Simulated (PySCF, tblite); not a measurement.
Isomers of C5H12OSi3. All values are computed: GFN2-xTB (tblite) harmonic vibrations without scaling, gas phase. This tight-binding method is rough: wavenumbers can miss measured ones by several per cent, in bad cases by 10 to 20. Modes of hydrogen on silicon can be 10 to 20 % off. One conformer each.

Electronic energies: PBE0/pcSseg-1 single points on the GFN2-xTB geometries (PySCF, gas phase).

```json
{"SMILES": "O=C1C[C@H](/C([SiH3])=C\\[SiH3])[SiH2]1", "electronic energy, lowest = 0 (kJ/mol)": "308.3"}
{"SMILES": "O=C1C[SiH](/C([SiH3])=C/[SiH3])C1", "electronic energy, lowest = 0 (kJ/mol)": "237.6"}
{"SMILES": "O=C1[SiH2][SiH2][SiH2][C@@H]1C1CC1", "electronic energy, lowest = 0 (kJ/mol)": "213.2"}
{"SMILES": "C=C[Si@@H]1CC(=C)[SiH2][SiH2]O1", "electronic energy, lowest = 0 (kJ/mol)": "0.0"}
```

Problem. How do GFN2-xTB zero-point energies change the relative energies?

Solution. 
```
                                SMILES  ZPE (kJ/mol)  of it from modes above 1550 cm⁻¹  electronic (kJ/mol)  with ZPE, lowest = 0 (kJ/mol)  lowest mode (cm⁻¹)  rings
       C=C[Si@@H]1CC(=C)[SiH2][SiH2]O1         384.8                             213.0                  0.0                            0.0                  29      1
    O=C1[SiH2][SiH2][SiH2][C@@H]1C1CC1         383.9                             199.1                213.2                          212.3                  45      2
     O=C1C[SiH](/C([SiH3])=C/[SiH3])C1         366.7                             204.1                237.6                          219.5                 20i      1
O=C1C[C@H](/C([SiH3])=C\[SiH3])[SiH2]1         363.4                             199.2                308.3                          286.9                  22      1
```

The zero-point energies span 21.4 kJ/mol, from `O=C1C[C@H](/C([SiH3])=C\[SiH3])[SiH2]1` to `C=C[Si@@H]1CC(=C)[SiH2][SiH2]O1`. Slightly imaginary modes are left out of the zero-point energy: `O=C1C[SiH](/C([SiH3])=C/[SiH3])C1` 19.9i cm⁻¹. The order is unchanged.

Problem. And how do the electronic energies of GFN2-xTB itself compare?

Solution. `C=C[Si@@H]1CC(=C)[SiH2][SiH2]O1` 0.0; `O=C1[SiH2][SiH2][SiH2][C@@H]1C1CC1` 242.0; `O=C1C[SiH](/C([SiH3])=C/[SiH3])C1` 270.2; `O=C1C[C@H](/C([SiH3])=C\[SiH3])[SiH2]1` 256.0 kJ/mol, lowest = 0. Against the energies above, taken from the same isomer `C=C[Si@@H]1CC(=C)[SiH2][SiH2]O1`, the largest difference is 52.3 kJ/mol.
